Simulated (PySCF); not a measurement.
A structure optimised at r2SCAN-D4/def2-SVP, used in a PySCF frequency run:

```
C
H 1 1.1062
C 1 1.5200 2 110.45
H 3 1.1020 1 110.98 2 -62.31
H 3 1.1024 4 107.70 1 -122.08
H 3 1.1026 4 107.71 5 -116.57
C 1 1.5270 2 113.01 3 -133.33
C 7 1.3404 1 91.05 2 -112.17
F 8 1.3278 7 133.55 1 179.18
H 7 1.0917 8 135.43 9 -0.80
C 8 1.4951 9 128.55 7 178.78
H 11 1.1033 8 116.11 9 -63.79
H 11 1.1035 12 109.22 8 -133.50
```
Charge 0, spin multiplicity 1.

Write its SMILES and formula.

C[C@H]1C=C(F)C1, C5H7F

What are its rotational constants (standard atomic weights)?

9.2578, 2.3405, 2.0954 GHz
